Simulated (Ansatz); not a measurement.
`FC(F)(Cl)Br`, 5 atoms. Charge 0, multiplicity 1. Correlated methods include outer-core shells of Br, which these sets cover unevenly. Scalar relativity is left out up to krypton. All runs use 2 threads of a server CPU on a shared host. Correlated methods freeze the cores.

How many basis functions does each run have, and how long does it take in Ansatz? RHF-MP2/def2-QZVPP energy; RKS revPBE-D4/def2-TZVPP energy; RKS PBE0-D4/def2-TZVP relaxation (5 steps); RHF-CCSD(T)/def2-TZVPP energy; RHF-CCSD(T)/def2-SVP energy; RKS PBE0-D4/def2-SVP energy; RKS ωB97M-V/def2-SVP energy; RKS PBE0-D4/def2-QZVPP energy; direct RPA on PBE orbitals/def2-TZVPP energy; RKS BLYP-D4/def2-TZVPP energy; RKS r2SCANh-D4/def2-TZVPP energy; RKS PBE0-D4/def2-TZVP frequencies. (Estimate.)

Ansatz gave: Other jobs shared the machine, so times are rough.

| level | job | functions | wall time | peak host memory (GiB) |
| --- | --- | --- | --- | --- |
| RKS PBE0-D4/def2-SVP | energy | 92 | 1.5 s | 0.21 |
| RKS BLYP-D4/def2-TZVPP | energy | 183 | 2 s | 0.23 |
| RKS revPBE-D4/def2-TZVPP | energy | 183 | 2 s | 0.23 |
| RHF-CCSD(T)/def2-SVP | energy | 92 | 3.1 s | 0.28 |
| direct RPA on PBE orbitals/def2-TZVPP | energy | 183 | 4.3 s | 0.37 |
| RKS ωB97M-V/def2-SVP | energy | 92 | 5 s | 0.29 |
| RKS r2SCANh-D4/def2-TZVPP | energy | 183 | 5.5 s | 0.52 |
| RKS PBE0-D4/def2-QZVPP | energy | 330 | 8 s | 1.1 |
| RHF-MP2/def2-QZVPP | energy | 330 | 18 s | 1.4 |
| RKS PBE0-D4/def2-TZVP | relaxation (5 steps) | 178 | 25 s | 0.5 |
| RHF-CCSD(T)/def2-TZVPP | energy | 183 | 37 s | 1.4 |
| RKS PBE0-D4/def2-TZVP | frequencies | 178 | 61 s | 0.51 |
